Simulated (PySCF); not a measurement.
# Electronic structure of Sb+ (antimony, charge +1) at the UHF level

Configuration: [Kr] 4d10 5s2 5p2, high-spin 3P determinant. Computed with PySCF 2.14 in x2c-SVPall, with scalar relativity by spin-free X2C-1e.

```json
{
  "Total energy": "-6476.940878 hartree",
  "One-electron energy": "-8883.6209 hartree",
  "Hartree (Coulomb) energy": "2575.8838 hartree",
  "Exchange energy": "-169.2038 hartree",
  "⟨S²⟩": "2.0087",
  "⟨L²⟩": "2.024",
  "Sum of ⟨r⟩": "33.40 bohr",
  "Sum of ⟨r²⟩": "48.81 bohr²",
  "Traceless quadrupole moment −½Σ⟨3z² − r²⟩ along its main axis": "3.36 e·bohr²",
  "Langevin diamagnetic susceptibility": "-38.7 ×10⁻⁶ cm³/mol",
  "Time after the integrals": "0.1 s of wall time on 1 thread of Neoverse-V1 (shared host)"
}
```

```
shell  electrons  mean orbital energy (eV)  spread (eV)  rms radius, mean of both spins (bohr)
 1s α          1                  -30647.3            0                                 0.0326
 1s β          1                  -30647.2            0                                 0.0326
 2s α          1                   -4764.2            0                                  0.133
 2s β          1                   -4764.1            0                                  0.133
 2p α          3                   -4274.8        0.031                                  0.118
 2p β          3                   -4274.7        0.080                                  0.118
 3s α          1                   -981.08            0                                  0.352
 3s β          1                   -980.97            0                                  0.352
 3p α          3                   -817.03        0.022                                  0.352
 3p β          3                   -816.86        0.229                                  0.352
 3d α          5                   -565.56        0.136                                  0.331
 3d β          5                   -565.49        0.202                                  0.331
 4s α          1                   -184.89            0                                  0.840
 4s β          1                   -184.56            0                                  0.840
 4p α          3                   -132.10        0.073                                  0.911
 4p β          3                   -131.72        0.579                                  0.911
 4d α          5                   -52.597        0.407                                   1.11
 4d β          5                   -52.293        0.676                                   1.11
 5s α          1                   -26.767            0                                   2.36
 5s β          1                   -22.434            0                                   2.36
 5p α          2                   -16.394            0                                   2.89
```

Densities and radii are taken from the X2C orbitals without a picture-change correction, which distorts them close to the nucleus.
